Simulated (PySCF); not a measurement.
**Ionisation energy along the 32-electron series**

Calculated with PySCF 2.14 and a two-component X2C-1e Hamiltonian (Gaussian nucleus, no Breit or QED terms), each ion in its own even-tempered basis scaled to its charge; GMP2 freezes [Ne] and drops the highest virtual spinors. Values in eV. NIST values: (m) measured, (s) semi-empirical, (t) theoretical.

| ion | configuration | GHF (screened spin-orbit) | GMP2 (screened spin-orbit) | NIST |
| --- | --- | --- | --- | --- |
| Ag(15+) | [Ar] 3d10 4s2 4p2 | 378.51 | 380.06 | 381 ± 3 (t) |
| Cd(16+) | [Ar] 3d10 4s2 4p2 | 418.34 | 419.91 | 421 ± 3 (t) |
| In(17+) | [Ar] 3d10 4s2 4p2 | 460.12 | 461.71 | 462 ± 3 (t) |

Between Z = 47 and Z = 49 the GMP2 (screened spin-orbit) value grows as Z to the power 4.67.
